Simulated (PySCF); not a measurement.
1-bromocyclobutene (C4H5Br), SMILES BrC1=CCC1. Coordinates come from a PBE-D3(BJ)/def2-SVP optimisation.

Computed equilibrium geometry at PBE-D3(BJ)/def2-SVP (PySCF confirms it by a frequency run) as a Z-matrix, and its point group:
point group Cs.
```
C
H 1 1.1095
H 1 1.1095 2 109.10
C 1 1.5108 2 115.51 3 132.09
C 4 1.3527 1 96.23 2 115.49
H 5 1.0986 4 134.38 1 180.00
C 5 1.5211 6 133.61 4 180.00
H 7 1.1109 5 115.48 6 64.26
H 7 1.1109 8 108.82 5 131.74
Br 4 1.8822 5 133.58 6 0.00
```
